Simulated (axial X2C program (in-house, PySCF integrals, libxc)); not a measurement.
# Which functional? An output for CaP⁻

An SCF output computed with an axial X2C code built on PySCF integrals for CaP⁻ at 2.622 Å, two-component, state Ω = 2, Ca dyall-acv3z [12s13p7d5f], P dyall-av3z [9s8p3d2f] (cores contracted in-house), without its first line:

```
basis functions 183  fitting functions 717  grid points 5085
iter        total energy     max residual
   1      -1022.168734960     7.96e-06
   2      -1022.168734974     8.60e-06
   3      -1022.168734979     2.71e-06
   4      -1022.168734982     3.47e-06
   5      -1022.168734983     3.90e-07
converged
one-electron -1531.55645997  Coulomb 508.49441041  exact exchange -14.57235965  xc functional -44.89644837  nuclear repulsion 60.54659164  atomic mean-field constant -0.18446904
```

Task: Which level of theory produced it?
A. HF
B. PBE50
C. PBE0

Result: C. The exact-exchange term against the functional term shows a share of 0.25 of exact exchange.
